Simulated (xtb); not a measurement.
Al(Cl)(OH)2 (AlClH2O2), SMILES [OH][Al]([OH])[Cl]. All values are semi-empirical tight-binding results from xtb (GFN2-xTB unless named), good for trends rather than for accurate numbers. Geometry: GFN2-xTB. The values are those of a single conformer.

Optimised geometry:

```xyz
6

Al     0.0037     0.3962     0.0000
Cl     0.0265    -1.6318     0.0000
O     -1.4822     1.1081     0.0000
H     -2.0126     1.8917     0.0000
O      1.3812     1.3038     0.0000
H      2.3214     1.4030     0.0000
```

For metal compounds this method's bond lengths and energies can be far off.

Estimate the properties. (Estimate from the structure and the level; the computed values follow.)


The point group as xtb finds it is Cs and the orbital gap is 4.73 eV. The zero-point energy is 16.9 kcal/mol and the G − E(el) at 298.15 K (modified RRHO) comes out as -1.8 kcal/mol.

Computed atomic charges and the Wiberg bond orders between heavy atoms:
charges (e) Al1 0.42, Cl2 -0.15, O3 -0.45, H4 0.32, O5 -0.46, H6 0.32. Bond orders Al1–Cl2 1.30, Al1–O3 1.36, Al1–O5 1.34.
